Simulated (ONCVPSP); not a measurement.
# Reading a pseudo-wave (Cr)

Columns: radius, all-electron u(r) and pseudo u(r) of the 3p shell (level -45.35 eV) of chromium in the configuration [Ne] 3s2 3p6 3d5 4s1; LDA (Perdew-Wang 92), scalar-relativistic, ONCV scheme, ONCVPSP 4.0.1.

```csv
r (bohr),all-electron,pseudo
0.113,-0.5114,0.0614
0.225,-0.4418,0.2275
0.338,0.0396,0.4585
0.450,0.5212,0.6966
0.563,0.8601,0.8968
0.675,1.0376,1.0246
0.788,1.0921,1.0740
0.900,1.0645,1.0543
1.013,0.9891,0.9855
1.125,0.8913,0.8905
1.238,0.7852,0.7851
1.350,0.6819,0.6818
1.463,0.5847,0.5846
1.575,0.4977,0.4977
1.688,0.4202,0.4202
1.800,0.3535,0.3534
1.913,0.2957,0.2956
2.025,0.2469,0.2468
2.138,0.2052,0.2052
2.250,0.1705,0.1705
2.363,0.1412,0.1411
2.475,0.1169,0.1169
2.588,0.0965,0.0965
2.700,0.0797,0.0797
2.813,0.0656,0.0656
2.925,0.0541,0.0541
```

Problem. How many radial nodes do the two functions have?

Solution. The all-electron 3p function has n − l − 1 = 1; the pseudo-wave has 0, since the states of the same l below it are removed with the core.

Problem. At about which radius was the pseudo-wave matched?

Solution. 1.35 bohr, where the columns begin to agree (steps of 0.11 bohr).

Problem. Is the pseudo-wave norm-conserving?

Solution. Yes: the ONCV scheme keeps the norm inside the radius equal to the all-electron one, which fixes the energy derivative of the logarithmic derivative at the level.
